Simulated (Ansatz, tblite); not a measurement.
Isomers of TaO$_{4}$ (doublet), found by a short tight-binding search and relaxed with r2SCAN-D4/def2-SVP in Ansatz.

In the def2 sets Ta takes a core potential; there is no spin–orbit coupling. The xTB rows come from tblite. Correlated methods freeze 4 core orbitals; core or outer-core shells of Ta are correlated, in sets that lack core-valence functions. In CCSD on the charge 0 doublet the largest single amplitude is 0.56, so its Hartree–Fock determinant may place the open shell otherwise than the density functionals do.

Run but left out: HF/def2-TZVP, MP2/def2-TZVP (B: a determinant that CCSD turns far, T1 0.074).

A: It holds 2 O–O bonds. B: At r2SCAN-D4/def2-TZVP the charge 0 doublet is spin-contaminated (final ⟨S²⟩ up to 0.83, 0.75 for a pure state). At CCSD(T)/def2-TZVP T1 of the charge 0 doublet is large (up to 0.074), so the single-reference result is doubtful. It holds 2 O–O bonds. C: It holds 1 O–O bond.

Other spin states weren't relaxed.

A:

Cartesian coordinates in Å:
```
Ta -0.049 -0.441 -0.293
O 0.322 0.653 -1.856
O -1.107 -1.189 1.156
O -0.104 -0.187 1.599
O 0.939 1.164 -0.605
```

B:

```xyz
5

Ta    0.001   -0.004    0.002
O     0.183    0.759    1.782
O     1.380    0.970    0.968
O    -1.313   -0.359   -1.387
O    -0.252   -1.366   -1.365
```

C:

```xyz
5

Ta    0.1958    0.3959    0.4067
O     0.0077    0.4492   -1.7682
O    -0.3945   -0.7007   -1.2421
O    -1.2202    0.4503    1.4276
O     1.4112   -0.5948    1.1760
```

Estimate which lies lowest at each level, and how far above it the others are (eV).


| level | A | B | C |
| --- | --- | --- | --- |
| GFN1-xTB | 1.30 | 1.06 | 0.00 |
| GFN2-xTB | 0.23 | 0.00 | 0.54 |
| PBE-D4/def2-SVP | 3.01 | 3.34 | 0.00 |
| PBE-D4/def2-TZVP | 2.87 | 3.15 | 0.00 |
| r2SCAN-D4/def2-TZVP | 2.94 | 3.33 | 0.00 |
| r2SCANh-D4/def2-TZVP | 2.98 | 3.38 | 0.00 |
| PBE0-D4/def2-SVP | 3.14 | 3.53 | 0.00 |
| PBE0-D4/def2-TZVP | 3.00 | 3.33 | 0.00 |
| PBE-QIDH/def2-TZVP | 3.22 | 3.67 | 0.00 |
| RPA@PBE/def2-TZVP | 2.71 | 2.90 | 0.00 |
| CCSD/def2-TZVP | 2.97 | 3.28 | 0.00 |
| CCSD(T)/def2-TZVP | 2.94 | 3.24 | 0.00 |
Point groups (tolerance 0.1 Å): A Cs, B D2, C Cs. A and B have the same bonds, so they are conformers or stereoisomers. Lower isomers may exist. From def2-SVP to def2-TZVP the PBE0 values move by up to 0.20 eV, so results in the small set are rough.
